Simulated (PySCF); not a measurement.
Radial density of Ni³⁺ (nickel, charge +3)

UHF, [Ar] 3d7, high-spin 4F determinant. All numbers are calculated (PySCF 2.14, the spin-free X2C one-electron Hamiltonian (Gaussian nucleus), in aug-cc-pwCVTZ-DK).

| r (bohr) | 4πr²ρ (e/bohr) | 4πr²(ρα − ρβ) |
| --- | --- | --- |
| 0.000960 | 0.2570 | 0.0000 |
| 0.00161 | 0.6439 | 0.0000 |
| 0.00271 | 1.579 | 0.0000 |
| 0.00457 | 3.735 | -0.0001 |
| 0.00768 | 8.317 | -0.0002 |
| 0.0129 | 16.64 | -0.0006 |
| 0.0217 | 27.68 | -0.0012 |
| 0.0365 | 34.06 | -0.0020 |
| 0.0615 | 29.04 | -0.0012 |
| 0.103 | 28.97 | 0.0256 |
| 0.174 | 38.52 | 0.2680 |
| 0.293 | 22.21 | 1.3300 |
| 0.492 | 17.99 | 3.1506 |
| 0.828 | 16.52 | 2.9225 |
| 1.39 | 3.553 | 0.8727 |
| 2.34 | 0.1905 | 0.0564 |
| 3.94 | 0.0008619 | 0.0002 |

Densities and radii are taken from the X2C orbitals without a picture-change correction, which distorts them close to the nucleus.
